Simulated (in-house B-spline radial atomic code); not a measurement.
Values are calculated unless marked as measured or tabulated.
**Building a PAW s channel for Se, r_c = 1.95 bohr**

Se, [Ar] 3d10 4s2 4p4, non-relativistic PBE, spherical and spin-unpolarised, from an all-electron radial atomic-structure program (B-spline basis) (atomic units; all potentials screened as in the neutral atom).

Two all-electron partial waves φ1, φ2 are integrated outwards at E1 = ε(4s) = -0.614455 and E2 = E1 + 2 hartree; φ1 is the bound orbital and φ2 has unit norm inside r_c = 1.9485 bohr. Smooth partners are polynomials, r^1(a0 + a1 r² + a2 r⁴ + a3 r⁶), matched to φ and three derivatives at r_c, with no condition on the norm. The local potential is -5.82708 + (3.42819) r² + (-0.879947) r⁴ + (0.0852324) r⁶ inside 1.5953 bohr and the all-electron one outside.

```
wave     φ(r_c)     φ'(r_c)         a0          a1         a2            a3
   1  0.7404221  -0.3607937  0.9239455  -0.1872107  0.0111077  0.0001227794
   2  0.5916377     2.82132  -3.081556    1.590651  -0.220737    0.00964444
```

Inside r_c the overlaps are <φi φj> = [[0.62557, -0.57561], [-0.57561, 1.00000]] and, for the smooth waves, [[0.84360, -1.18169], [-1.18169, 2.67440]]. With χj = (Ej − T − V_local) applied to smooth wave j, the program's quadrature gives the matrix B_ij = <smooth i, χj> as [[1.07705, -3.74239], [-2.53024, 9.07761]].

Problem. Check the match of the first wave, and find the augmentation charges q_ij.

Solution. At r_c the four terms are 1.80031, -1.38494, 0.31198, 0.01309, which sum to 0.7404, φ1(r_c) to rounding. q_ij is the all-electron overlap less the smooth one: [[-0.21803, 0.60608], [0.60608, -1.67440]]. The smooth first wave has a norm of 0.8436 inside r_c against 0.6256, so q11 is negative and must stay small enough for the overlap operator to be positive.

Problem. B isn't symmetric. Show that D_ij = B_ij + Ej q_ij is.

Solution. Integrating by parts gives B12 − B21 = (E1 − E2) q12: -3.74239 − (-2.53024) = -1.21215, and −2 × (0.60608) = -1.21217. So D12 = -3.74239 + (1.385545)(0.60608) = -2.90263 and D21 = -2.53024 + (-0.614455)(0.60608) = -2.90265; D11 = 1.21102, D22 = 6.75765. The projectors, p = (B⁻¹)ᵀ χ, are dual to the smooth waves; det B = 0.31.

Solving (T + V_local + Σ p D p) ψ = E (1 + Σ p q p) ψ in a sphere of 9 bohr gives these levels:

```tsv
all-electron	one projector	two projectors
-0.614454	-0.614454	-0.614454
0.015943	0.013594	0.015933
0.300256	0.289451	0.300232
0.748411	0.699118	0.748384
1.350170	1.142160	1.350170
```

Problem. What does the second projector gain?

Solution. With one projector the errors are 0.00, -2.35, -10.81, -49.29, -208.01 millihartree. With two the errors are 0.00, -0.01, -0.02, -0.03, 0.00 millihartree. The scattering is exact at E1 and at E2 = 1.386, and over all levels compared the largest error is 0.027 millihartree. The lowest eigenvalue of the overlap operator is 0.5188 with one and 0.1023 with two projectors. The smooth orbital alone needs a cutoff of 3.08 hartree for 1 millihartree of kinetic energy, against 16.1 for a norm-conserving Troullier-Martins orbital of the same radius; part of the gain comes from giving up the norm, part from the simpler form.
